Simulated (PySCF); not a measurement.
Working out the ionisation energy of Mo

Mo [Kr] 4d5 5s1 (7S) → Mo⁺ [Kr] 4d5 (6S). Calculation: PySCF 2.14, in x2c-SVPall; scalar relativity by spin-free X2C-1e. Frozen: [Kr]. Energies in hartree (1 hartree = 27.21139 eV):

| part | Mo (lower) | Mo⁺ (upper) |
| --- | --- | --- |
| UHF | -4045.825220 | -4045.594871 |
| MP2 opposite-spin | 0.000000 | 0.000000 |
| MP2 same-spin | -0.059959 | -0.046680 |

Question: What does Hartree-Fock give?

Answer: (-4045.594871) − (-4045.825220) = 0.230349 hartree = 6.268 eV.

Question: What do MP2 and SCS-MP2 (6/5 opposite-spin, 1/3 same-spin) give?

Answer: The opposite-spin parts differ by 0.000 eV and the same-spin parts by 0.361 eV. MP2: 6.268 + (0.000) + (0.361) = 6.629 eV. SCS-MP2: 6.268 + 1.2 × (0.000) + (0.361)/3 = 6.388 eV.

Measured between the centres of the two terms (NIST): 7.092 eV, so MP2 (valence) is off by -0.463 eV.

A double-zeta basis recovers only part of the correlation energy.

What remains against the reference includes basis incompleteness, the frozen core and correlation beyond second order.
